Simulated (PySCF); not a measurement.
How ionic is MIn along group 15?

r²SCAN in PySCF with def2-TZVPPD on every atom (core potentials on In, Sb), for the lowest determinant that a PBE0 search found; no spin–orbit coupling. A negative dipole means M(+)In(−).

| M | state (unpaired electrons) | Re (Å) | μ (D) |
| --- | --- | --- | --- |
| N | triplet (π ↑↑) | 2.215 | 2.37 |
| P | triplet (π ↑↑) | 2.645 | 1.99 |
| As | triplet (π ↑↑) | 2.740 | 1.92 |
| Sb | triplet (π ↑↑) | 2.940 | 1.82 |

Q: Give the ionic character |μ|/(e·Re) of each, with 1 e·Å = 4.803 D, and the positive end.

A: InN 22 % (In positive), InP 16 % (In positive), InAs 15 % (In positive), InSb 13 % (In positive). Lone pairs and polarisation enter μ too, so this number is only a rough measure of charge transfer.

Spin–orbit coupling is left out. States were picked by a PBE0 search and need not be the measured ground states.
